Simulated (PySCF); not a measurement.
## Ionisation energy of Rh⁺ by level of theory

Rh⁺ [Kr] 4d8 (3F) → Rh²⁺ [Kr] 4d7 (4F), as a difference of total energies. Calculation: PySCF 2.14, in aug-cc-pVDZ-PP with ECP28MDF (5s5p4d2f, 54 functions); scalar relativity through the core potential. Correlated levels: valence: 4s2 4p6 frozen. The calculations carry no spin-orbit coupling.

Order these methods by the ionisation energy they give, lowest first.
A. MP2 (valence)
B. CCSD(T) (valence)
C. UHF
D. CCSD (valence)

C (16.131 eV), D (17.519 eV), B (17.585 eV), A (17.647 eV).

The reference lies between the lowest fine-structure levels, while these numbers refer to the centres of the terms.

Errors of the correlated levels include the incompleteness of this basis and the frozen core.

For comparison: 18.08 eV (semi-empirical (NIST evaluation); NIST Atomic Spectra Database, ionization energies).
